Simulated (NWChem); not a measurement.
Molecule: SiNH₃OF₂; SMILES F[Si](N)(O)F

```xyz
8

N      0.0971    -1.5758    -0.6045
Si    -0.0017    -0.0040     0.0063
O      1.3639     0.2993     0.8608
F     -1.3411     0.1073     0.8765
F     -0.1532     1.1744    -1.0791
H      0.9664    -1.9646    -0.9409
H     -0.7155    -2.1060    -0.8845
H      1.6319     1.2277     0.9054
```
Atoms are numbered in this order, from 1.

Computed with NWChem. Pople sets run with spherical d functions. The geometry was optimised at B3LYP/6-31G* (spherical d). B3LYP is NWChem's, with the RPA form of VWN correlation. Ions are spin-unrestricted doublets at the neutral geometry; other ion states weren't tried.

Task: Predict the results for B3LYP/6-31+G*. Quantities: vertical ionisation energy, ΔSCF (eV); −ε(HOMO) (eV).

Result: 
| Quantity | Result |
|---|---|
| vertical ionisation energy, ΔSCF (eV) | 10.98 |
| −ε(HOMO) (eV) | 8.04 |
